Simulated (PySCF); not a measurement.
Cr(O)2(OH)2 (CrH2O4), SMILES [Cr](=[O])([OH])(=[O])[OH], multiplicity 1.

Coordinates come from a B3LYP-D3(BJ)/def2-SVP optimisation. A frequency run showed that this geometry is not a minimum. The spin state was assumed, not searched. One conformer was computed; it need not be the lowest.

Calculation: PySCF with B3LYP/def2-TZVP.

Q: Estimate the frontier levels, gap, dipole moment and polarisability. (The exact figures need the calculation; the answer reports its results.)

A: 
```yaml
highest_occupied_level: -8.95 eV
lowest_empty_level: -4.24 eV
orbital_gap: 4.71 eV
dipole_moment: 0.057 e·Å
quadrupole, principal values (traceless, Buckingham form, about the centre of nuclear charge): -9.24, -7.33, 16.57 D·Å
mean_static_polarisability: 45.6 bohr³ (6.76 Å³)
polarisability_principal_values: 43.5, 43.8, 49.7 bohr³
```
